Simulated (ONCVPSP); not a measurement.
# Cutoff test, nickel (Ni), ONCV

* Element: nickel
* Generator: ONCVPSP 4.0.1
* Type: optimised norm-conserving Vanderbilt (ONCV)
* Functional: PBE
* Relativity: scalar-relativistic
* Frozen core: [Ne]
* Valence charge: 18
* Reference configuration: 3s2 3p6 3d8 4s1.5 4p0.5
* Partial waves: 3s+4s: rc 1.25 bohr, ncon 4, nbas 8, qcut 10.5 1/bohr, 2 projectors; 3p+4p: rc 1.25 bohr, ncon 4, nbas 7, qcut 11.5 1/bohr, 2 projectors; 3d: rc 1.20 bohr, ncon 3, nbas 8, qcut 10.5 1/bohr, 2 projectors, debl 0.6 Ha
* Local potential: polynomial inside 0.90 bohr (lpopt 5, dvloc0 0 Ha)
* Core correction: none

**Question.** For each optimised wave give the share of its norm inside rc, the residual kinetic energy above qcut (Ha) and the cutoffs (Ha) for errors of 10, 1, 0.1 and 0.01 mHa per electron.

**Answer.**

```tsv
wave	norm inside rc	residual KE	10 mHa	1 mHa	0.1 mHa	0.01 mHa
3s	0.949	6.9e-07	25.5	36.0	43.3	48.8
4s	0.041	7.0e-07	9.2	30.4	40.6	47.8
3p	0.917	1.8e-07	33.1	42.3	49.9	56.5
4p	0.014	5.8e-09	18.3	29.1	38.8	47.2
3d	0.724	2.9e-04	43.8	50.8	122.2	291.9
d projector 2	0.033	2.6e-05	33.4	43.5	50.9	68.4
```

The occupied waves need 51 Ha and 122 Ha for 1 and 0.1 mHa.
